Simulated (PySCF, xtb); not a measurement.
Al(OH)2 (AlH2O2), SMILES [OH][Al+][OH], charge +1. The values are those of a single conformer.

Harmonic wavenumbers (cm⁻¹) from GFN2-xTB run with xtb 6.7.1 at its own minimum, in rising order: 170, 276, 285, 324, 409, 769, 1163, 3472, 3487.

Question: What does PBE-D3(BJ)/def2-TZVP (PySCF) give at its own minimum? (The exact figures need the calculation; the answer reports its results.)

Answer: 92, 200, 211, 385, 397, 801, 1167, 3782, 3789. Paired by order, the mean absolute difference is 105 cm⁻¹ and the zero-point energies are 14.8 and 15.5 kcal/mol.
